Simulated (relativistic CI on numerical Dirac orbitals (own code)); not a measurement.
# Hyperfine structure of Br XV, mass number 79

Calculated at this level of theory: Dirac-Coulomb-Breit CI, orbitals from a KLI potential per configuration, QED by a radiative potential, unscaled Slater integrals (own radial code, finite nucleus).

CI space (outside the closed core [Ne]): 3s2 3p6 3d3, 3s2 3p5 3d4, 3s 3p6 3d4, 3s2 3p6 3d2 4s, 3s2 3p6 3d2 4p, 3s2 3p6 3d2 4d, 3s2 3p6 3d2 4f, 3s2 3p5 3d3 4s, 3s2 3p6 3d 4s 4p, 3s2 3p6 3d2 5s, 3s2 3p5 3d3 4p, 3p6 3d5, 3p5 3d6, 3s2 3p6 3d 4s2, 3s2 3p6 4s2 4p, 3s2 3p6 4s2 4d, 3s2 3p6 4s2 4f, 3s2 3p6 3d 4p2, 3s2 3p6 4s 4p2, 3s2 3p6 4p3, 3s2 3p6 4p2 4d, 3s2 3p6 4p2 4f. Double excitations out of closed p, d and f shells are left out; levels of such configurations are missing from the list, as are those of other unlisted configurations, and high levels can miss mixing partners. These lack a partner that the ground configuration has and come out too high: 3s2 3p5 3d3 4s, 3s2 3p5 3d3 4p.

Nuclear spin I = 3/2, μ = 2.1046 μN, Q = 0.3087 b (tables of Stone and Pyykkö). The electronic factors are computed for point nuclear moments, without core polarisation or the Bohr-Weisskopf and QED corrections.

```json
{"Level": "3s2 3p6 3d3 4F_3/2", "E (eV)": "0.0000", "A (MHz)": "7012", "B (MHz)": "-358"}
{"Level": "3s2 3p6 3d3 4F_5/2", "E (eV)": "0.5861", "A (MHz)": "4278", "B (MHz)": "-346"}
{"Level": "3s2 3p6 3d3 4F_7/2", "E (eV)": "1.2722", "A (MHz)": "3533", "B (MHz)": "-458"}
{"Level": "3s2 3p6 3d3 4F_9/2", "E (eV)": "1.9940", "A (MHz)": "3445", "B (MHz)": "-644"}
{"Level": "3s2 3p6 3d3 4P_3/2", "E (eV)": "5.4105", "A (MHz)": "3626", "B (MHz)": "-733"}
{"Level": "3s2 3p6 3d3 4P_1/2", "E (eV)": "5.4758", "A (MHz)": "-3671", "B (MHz)": ""}
{"Level": "3s2 3p6 3d3 2G_7/2", "E (eV)": "6.1713", "A (MHz)": "5140", "B (MHz)": "555"}
{"Level": "3s2 3p6 3d3 4P_5/2", "E (eV)": "6.3986", "A (MHz)": "1493", "B (MHz)": "938"}
```

Levels with J = 0, under 50 % of one LS term, or S terms without an open s electron are left out. Small factors come from cancelling terms and can be off by tens of per cent or more.

At this charge energies of transitions that change n are usually good to better than 1 %, and those within a shell (Δn = 0) to a few per cent. Terms inside the open d or f shell come out 10 to 20 % too wide with unscaled integrals.

Task: Give the hyperfine levels of 3s2 3p6 3d3 4F_3/2 relative to its centre of gravity.

Result: With K = F(F + 1) − I(I + 1) − J(J + 1), E = AK/2 + B[¾K(K + 1) − I(I + 1)J(J + 1)]/[2I(2I − 1)J(2J − 1)]: F = 0: -26740, F = 1: -19370, F = 2: -4991, F = 3: 15690 MHz.

LS names give the leading component of a level, which can be under half, so a name can repeat, a term be missing and a line seem to break the LS rules.
